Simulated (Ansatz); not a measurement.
CH₄BrClSi, SMILES `ClC[SiH2]Br` at its PBE0-D4/def2-TZVP geometry, where that method's forces vanish. Total charge 0; spin multiplicity 1.

```xyz
8

Cl    2.0244    0.3690   -0.8767
C     0.2514    0.2255   -0.9310
Si   -0.4221   -0.3504    0.7231
Br   -0.0523    1.1986    2.2607
H    -0.1574    1.1964   -1.2125
H    -0.0025   -0.4951   -1.7116
H    -1.8889   -0.5422    0.6080
H     0.2473   -1.6018    1.1400
```

Task: What forces (eV/Å) does ωB97M-V/def2-TZVPP give on these atoms in the Gaussian-basis code of Ansatz? (Best estimate.)

Result: The calculation gave: 
```
Cl1  0.157  0.009  0.026
C2  -0.226 -0.010 -0.047
Si3 -0.084 -0.163 -0.014
Br4  0.008 -0.001 -0.018
H5   0.024 -0.091  0.025
H6   0.012  0.075  0.070
H7   0.185  0.025  0.013
H8  -0.077  0.156 -0.054
```
